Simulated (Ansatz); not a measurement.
# Energy profile

The step: BH₃O₂ ([OH][BH][OH]) + SiH₄ → BSiH₅O₂ ([OH][B]([OH])[SiH3]) + H₂; bonds formed: B1–Si6, H2–H5; bonds broken: B1–H2, H5–Si6 (atoms numbered as in the saddle structure below).

```
atom    x (Å)    y (Å)    z (Å)
  B1  -0.1941   0.7000  -0.0723
  H2   0.9800   1.4355  -0.0089
  O3  -0.7729   0.8383  -1.3366
  O4  -0.9479   0.9925   1.0805
  H5   1.0581   0.4063  -0.0237
 Si6   0.3879  -1.4329  -0.0460
  H7  -1.3095   1.6327  -1.3843
  H8  -0.4358   1.2001   1.8627
  H9   1.1683  -1.9416  -1.2056
 H10  -0.9956  -1.9682  -0.0784
 H11   1.0615  -1.8626   1.2126
```

Electronic energies by CCSD(T) at an estimated basis limit (MP2 extrapolated from triple and quadruple zeta, plus CCSD(T) − MP2 in triple zeta), on PBE0-D4/def2-TZVP structures; BSiH7O2, singlet; no counterpoise correction. Computed with Ansatz 0.2.0 (basis: def2-TZVPP and def2-QZVPP); correlated methods freeze the cores. Extrapolation: Hartree–Fock as exp(−7.88 √X), correlation as X^−2.97.

(1) Give the profile in kcal/mol, counted from the separated reactants. (To be estimated.)

T1 diagnostic: at most 0.014.

## Answers

(1) The calculation gives:
| point | kcal/mol |
| --- | --- |
| separated: BH3O2 (linked as [OH][BH][OH]; B1, H2, O3, O4, H7, H8; singlet) + SiH4 (H5, Si6, H9, H10, H11; singlet) | 0.00 |
| start structure | -2.05 |
| saddle | 59.91 |
| end structure | 9.54 |
| separated: BSiH5O2 (linked as [OH][B]([OH])[SiH3]; B1, O3, O4, Si6, H7, H8, H9, H10, H11; singlet) + H2 (H2, H5; singlet) | 10.50 |

For scale, one of the runs: CCSD(T)/def2-TZVPP, 233 basis functions, launched by `ansatz run in.yaml --threads 4 --pin off --events-out ev --progress --plain --max-ram 9574MiB`. Time: 110 s of wall clock on 4 CPU threads of an Intel Xeon; the host was shared. Peak host memory: 4.2 GiB.
